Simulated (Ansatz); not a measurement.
C2H5FGe (`C[CH2][Ge][F]`). Charge 0, multiplicity 1. The structure was optimised at the PBE0-D4/def2-TZVP level. It is one conformer, not always the lowest.

```xyz
9

C     0.854   -0.364    0.176
C    -0.471   -0.224   -0.561
Ge   -1.559    1.404   -0.201
F    -0.924    1.723    1.417
H     0.719   -0.253    1.253
H     1.319   -1.336   -0.010
H     1.567    0.403   -0.138
H    -1.155   -1.045   -0.289
H    -0.349   -0.308   -1.648
```

Q: What is the dipole moment at B3LYP/def2-TZVPP? (An estimate is asked.)

A: The calculation gave: 2.09 D, with components (-0.19, -1.01, -1.81) D in this frame, pointing from negative to positive charge.

Q: And with PBE, r2SCAN, ωB97M-V? (Estimate.)

A: Ansatz gave: PBE 1.95 D, r2SCAN 2.02 D, ωB97M-V 2.08 D.

Q: Give the Mulliken charges with B3LYP, PBE, ωB97M-V in def2-TZVPP. (Best estimate.)

A: Ansatz gave: 
```
atom  B3LYP    PBE  ωB97M-V
  C1  -0.24  -0.25    -0.30
  C2  -0.29  -0.27    -0.37
 Ge3   0.50   0.43     0.51
  F4  -0.39  -0.35    -0.39
  H5   0.10   0.10     0.12
  H6   0.09   0.09     0.11
  H7   0.07   0.08     0.10
  H8   0.08   0.08     0.11
  H9   0.08   0.09     0.11
```

B3LYP here is the variant with VWN-RPA as its local correlation; programs differ in this.
